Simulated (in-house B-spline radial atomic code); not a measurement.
The numbers below are computed, except where a source is named.
**Weak and strong correlation along the adiabatic connection**

Two-electron singlets in several external potentials (atomic units), by full CI in B-splines with partial waves to l = 8 (correlation energies up to 0.6 % small). The repulsion is scaled by λ at fixed density; W(λ) is the mean repulsion less the Hartree energy, W(0) = E_x, and the area under W from 0 to 1 is E_xc.

Relative drop (W(λ) − E_x)/E_x:

| system | λ = 0.12 | λ = 0.25 | λ = 0.4 | λ = 0.6 | λ = 0.8 | λ = 1 |
| --- | --- | --- | --- | --- | --- | --- |
| ω²r²/2 − Z/r, ω = 0.739, Z = 0.7 | 0.0143 | 0.0287 | 0.0440 | 0.0625 | 0.0791 | 0.0940 |
| −V exp(−r²/w²), V = 22.1, w = 2.81 | 0.0103 | 0.0208 | 0.0323 | 0.0466 | 0.0598 | 0.0720 |
| ω²r²/2 − Z/r, ω = 0.346, Z = -0.5 | 0.0334 | 0.0641 | 0.0939 | 0.1260 | 0.1518 | 0.1727 |
| −Z exp(−kr)/r, Z = 8.32, k = 1.01 | 0.0023 | 0.0047 | 0.0075 | 0.0111 | 0.0147 | 0.0182 |
| empty sphere, radius 2.83 bohr | 0.0217 | 0.0428 | 0.0645 | 0.0896 | 0.1111 | 0.1296 |
| −Z/r, Z = 1, wall at 8 bohr | 0.0278 | 0.0542 | 0.0805 | 0.1102 | 0.1349 | 0.1557 |
| −Z exp(−kr)/r, Z = 3.46, k = 1.19 | 0.0068 | 0.0138 | 0.0217 | 0.0317 | 0.0413 | 0.0503 |

(1) Order the systems by how far second-order (GL2) theory, half the initial slope (estimated from the first points of each curve), overshoots the correlation energy, least first.
A. −Z exp(−kr)/r, Z = 3.46, k = 1.19
B. −V exp(−r²/w²), V = 22.1, w = 2.81
C. −Z/r, Z = 1, wall at 8 bohr
D. −Z exp(−kr)/r, Z = 8.32, k = 1.01
E. ω²r²/2 − Z/r, ω = 0.346, Z = -0.5
F. empty sphere, radius 2.83 bohr
G. ω²r²/2 − Z/r, ω = 0.739, Z = 0.7

(2) What else changes along this order?

Results:

(1) D (GL2/E_c = 1.03), A (GL2/E_c = 1.09), B (GL2/E_c = 1.14), G (GL2/E_c = 1.21), F (GL2/E_c = 1.30), C (GL2/E_c = 1.37), E (GL2/E_c = 1.46).

(2) The ratio follows the bend of the curve. With it the leading natural occupation goes from 1.999 to 1.904 and −T_c/E_c from 0.97 to 0.68 between the first and the last.
